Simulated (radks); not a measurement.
The numbers below are computed, except where a source is named.
Valence configurations of the nickel ion Ni3+ (all share [Ar]). Level of theory: scalar-relativistic Kohn-Sham, r2SCAN, spin-unpolarised, spherical densities, finite nucleus; meta-GGA in the generalised Kohn-Sham scheme; Fermi nuclear charge, rms radius 3.7757 fm (a radial shooting solver on a logarithmic mesh with Libxc functionals). Energies are relative to 3d7; eigenvalues in eV.

valence	E (eV)	e(3d)	e(4p)	e(4s)
3d7	0.000	-47.158	-	-
3d6 4p1	25.623	-56.561	-27.877	-
3d5 4s1 4p1	48.427	-65.201	-30.360	-39.658
3d6 4s1	17.039	-55.290	-	-35.941
3d5 4s2	39.033	-63.974	-	-39.145
3d5.5 4s1.5	27.350	-59.559	-	-37.611
3d6.5 4s0.5	7.953	-51.163	-	-34.140
3d4.5 4s1.5 4p1	61.939	-69.728	-31.506	-41.177
3d5 4p2	57.663	-66.410	-30.890	-
3d5 4s0.5 4p1.5	53.058	-65.809	-30.636	-39.870

NIST lists [Ar] 3d7 as the ground configuration; this level of theory agrees among the configurations tried. The energies are those of spherical spin-averaged densities, not of single terms.
